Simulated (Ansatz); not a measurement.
Born–Oppenheimer molecular dynamics of CH$_{8}$O$_{2}$Si (12 atoms, charge 0, multiplicity 1). It starts from a rough guess of a transition structure, not a stationary point.

The calculation used UKS PBE0/STO-3G in Ansatz.

```yaml
ensemble: NVE (velocity Verlet)
time_step: 0.5 fs
steps_asked: 150
starting_velocities_drawn_for: 100 K
seed: 739560
```

First frame:

```xyz
12
Properties=species:S:1:pos:R:3
Si -0.782 0.486 0.266
C 0.483 -1.282 0.361
H -1.839 0.507 -0.743
H -1.469 0.077 1.501
O -0.162 1.834 0.908
H 0.723 -0.350 -0.651
O 0.527 0.719 -1.322
H 0.799 -1.185 1.393
H -0.298 -2.031 0.297
H 1.346 -1.721 -0.161
H 0.426 2.365 0.374
H 0.246 0.581 -2.224
```

(1) How far do the bonds stretch over the last three quarters of this one trajectory? (Pairs bonded in most of those frames.)

Results:

(1) 
```
  bond  mean (Å)  spread (Å)  shortest  longest
Si1–C2     1.867       0.095      1.74     2.03
Si1–H3     1.455       0.010      1.44     1.47
Si1–H4     1.452       0.030      1.40     1.50
Si1–O5     1.758       0.085      1.61     1.87
 C2–H8     1.098       0.027      1.06     1.14
 C2–H9     1.095       0.006      1.08     1.11
C2–H10     1.095       0.011      1.07     1.12
O5–H11     1.030       0.038      0.97     1.10
 H6–O7     1.033       0.052      0.93     1.17
O7–H12     1.053       0.106      0.87     1.21
```

Mean temperature of the second half: 1721 K. The conserved energy stayed within 1.9 meV per atom of its start (net change -0.19 meV per atom), so the integration is sound. The system heated up, since it started high on the potential surface and ran downhill. A run of 0.075 ps of so small a system gives no equilibrium averages. The orbitals stay closed-shell, which can raise the energy where a bond breaks towards radicals; this wasn't checked here. Limits of this set-up: minimal basis.

Run time: 7.3 min on 1 thread of Arm Neoverse V1, on a shared host, peak memory 0.12 GiB.
